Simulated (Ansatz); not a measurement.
Computed with B3LYP-D3(BJ)/def2-TZVP run with Ansatz (a first-principles code). No frequencies were computed at this level.

Ansatz 0.2 input:
```yaml
crystal:
  periodic: [false, false, false]
  atoms:
    - { symbol: O, position_ang: [-1.192686, -1.823361, -0.193383] }
    - { symbol: C, position_ang: [-0.749739, -0.717577, -0.093585] }
    - { symbol: C, position_ang: [-0.865693, 0.698458, -0.002767] }
    - { symbol: C, position_ang: [0.378842, 0.161887, 0.033078] }
    - { symbol: O, position_ang: [1.661974, 0.442458, 0.127045] }
    - { symbol: H, position_ang: [-1.436863, 1.598654, 0.02571] }
    - { symbol: H, position_ang: [2.204164, -0.360519, 0.103904] }
basis:
  gaussian: { orbitals: def2-tzvp }
hamiltonian:
  xc: b3lyp
  dispersion: d3bj
relax:
  max_steps: 150
```

Output:

```
Functional definition: B3LYP
930 factors; their error is unknown
mean field evaluation 1: about -7230.6796 eV, gradient 6.3e1 eV
mean field evaluation 2: about -7224.7051 eV, gradient 8.7e1 eV
mean field evaluation 4: about -7237.8126 eV, gradient 3.5e0 eV
mean field evaluation 8: about -7237.8348 eV, gradient 1.2e-1 eV
mean field evaluation 16: about -7237.8371 eV, gradient 5.6e-4 eV
mean field -7237.83708556 eV, -265.9856069123 hartree, gradient 2.5e-5 eV, S^2 0.000000; 0 other end points of the search recorded, 0 dependent functions left out
reference -7237.83730064 eV, -265.9856148162 hartree; 18, 18 occupied and 149, 149 virtual orbitals, 930 factors
relax step   1: F+E_penalty+E_count = -7238.03948242 eV  Δ(F+E_penalty+E_count) = +0.000e0 eV  max|allowed force component| = 1.005e0 eV/Å  Δτ_max = 0.0000 Å  (32 SCF iters, accepted)
these checks for a lower state are left out or cut short: starts, cluster_reference, orbital_swaps, neighbouring_geometries, increment
930 factors; their error is unknown
mean field -7237.85527678 eV, -265.9862754273 hartree, gradient 1.4e-5 eV, S^2 0.000000; 0 other end points of the search recorded, 0 dependent functions left out
reference -7237.85549219 eV, -265.9862833432 hartree; 18, 18 occupied and 149, 149 virtual orbitals, 930 factors
relax step   2: F+E_penalty+E_count = -7238.05759921 eV  Δ(F+E_penalty+E_count) = -1.812e-2 eV  max|allowed force component| = 3.990e-1 eV/Å  Δτ_max = 0.0148 Å  (37 SCF iters, accepted)
these checks for a lower state are left out or cut short: starts, cluster_reference, orbital_swaps, neighbouring_geometries, increment
930 factors; their error is unknown
mean field evaluation 32: about -7237.8622 eV, gradient 1.0e-2 eV
mean field -7237.86216572 eV, -265.9865285912 hartree, gradient 1.4e-5 eV, S^2 0.000000; 0 other end points of the search recorded, 0 dependent functions left out
reference -7237.86238160 eV, -265.9865365245 hartree; 18, 18 occupied and 149, 149 virtual orbitals, 930 factors
relax step   3: F+E_penalty+E_count = -7238.06444911 eV  Δ(F+E_penalty+E_count) = -6.850e-3 eV  max|allowed force component| = 1.192e-1 eV/Å  Δτ_max = 0.0193 Å  (36 SCF iters, accepted)
these checks for a lower state are left out or cut short: starts, cluster_reference, orbital_swaps, neighbouring_geometries, increment
930 factors; their error is unknown
mean field -7237.86308475 eV, -265.9865623647 hartree, gradient 1.4e-5 eV, S^2 0.000000; 0 other end points of the search recorded, 0 dependent functions left out
reference -7237.86330087 eV, -265.9865703069 hartree; 18, 18 occupied and 149, 149 virtual orbitals, 930 factors
relax step   4: F+E_penalty+E_count = -7238.06527257 eV  Δ(F+E_penalty+E_count) = -8.235e-4 eV  max|allowed force component| = 4.866e-2 eV/Å  Δτ_max = 0.0096 Å  (35 SCF iters, accepted)
these checks for a lower state are left out or cut short: starts, cluster_reference, orbital_swaps, neighbouring_geometries, increment
930 factors; their error is unknown
mean field -7237.86327362 eV, -265.9865693055 hartree, gradient 1.4e-5 eV, S^2 0.000000; 0 other end points of the search recorded, 0 dependent functions left out
reference -7237.86348983 eV, -265.9865772513 hartree; 18, 18 occupied and 149, 149 virtual orbitals, 930 factors
relax step   5: F+E_penalty+E_count = -7238.06541816 eV  Δ(F+E_penalty+E_count) = -1.456e-4 eV  max|allowed force component| = 2.463e-2 eV/Å  Δτ_max = 0.0054 Å  (35 SCF iters, accepted)
these checks for a lower state are left out or cut short: starts, cluster_reference, orbital_swaps, neighbouring_geometries, increment
930 factors; their error is unknown
mean field -7237.86331606 eV, -265.9865708651 hartree, gradient 1.4e-5 eV, S^2 0.000000; 0 other end points of the search recorded, 0 dependent functions left out
reference -7237.86353231 eV, -265.9865788123 hartree; 18, 18 occupied and 149, 149 virtual orbitals, 930 factors
relax step   6: F+E_penalty+E_count = -7238.06543503 eV  Δ(F+E_penalty+E_count) = -1.687e-5 eV  max|allowed force component| = 1.029e-2 eV/Å  Δτ_max = 0.0017 Å  (36 SCF iters, accepted)
these checks for a lower state are left out or cut short: starts, cluster_reference, orbital_swaps, neighbouring_geometries, increment
930 factors; their error is unknown
mean field -7237.86332159 eV, -265.9865710686 hartree, gradient 1.4e-5 eV, S^2 0.000000; 0 other end points of the search recorded, 0 dependent functions left out
reference -7237.86353786 eV, -265.9865790162 hartree; 18, 18 occupied and 149, 149 virtual orbitals, 930 factors
relax step   7: F+E_penalty+E_count = -7238.06543847 eV  Δ(F+E_penalty+E_count) = -3.442e-6 eV  max|allowed force component| = 2.533e-3 eV/Å  Δτ_max = 0.0005 Å  (38 SCF iters, accepted)
930 factors; their error is unknown
mean field evaluation 64: about -7237.8609 eV, gradient 3.1e-4 eV
mean field -7237.86332159 eV, -265.9865710686 hartree, gradient 1.4e-5 eV, S^2 0.000000; 1 other end points of the search recorded, 0 dependent functions left out
reference -7237.86353786 eV, -265.9865790162 hartree; 18, 18 occupied and 149, 149 virtual orbitals, 930 factors
Total energy: -7238.06565473 eV, -265.9940066744 hartree
Atom 0 at    -1.240528    -1.825873    -0.196929 Å, force    -0.000399    -0.002533    -0.000308 eV/Å
Atom 1 at    -0.749244    -0.734613    -0.093789 Å, force    -0.000576     0.001520     0.000446 eV/Å
Atom 2 at    -0.839330     0.687937    -0.001879 Å, force    -0.000050    -0.000019    -0.000105 eV/Å
Atom 3 at     0.384138     0.141946     0.032121 Å, force     0.000471    -0.000140    -0.000386 eV/Å
Atom 4 at     1.664507     0.468446     0.128883 Å, force     0.001133     0.000630     0.000321 eV/Å
Atom 5 at    -1.424788     1.594915     0.025858 Å, force    -0.000175     0.000727     0.000096 eV/Å
Atom 6 at     2.205243    -0.332758     0.105736 Å, force    -0.000405    -0.000185    -0.000063 eV/Å
Dipole moment:     0.508716     0.481912     0.062544 e Å
```

Cost: very roughly 30 core-seconds.
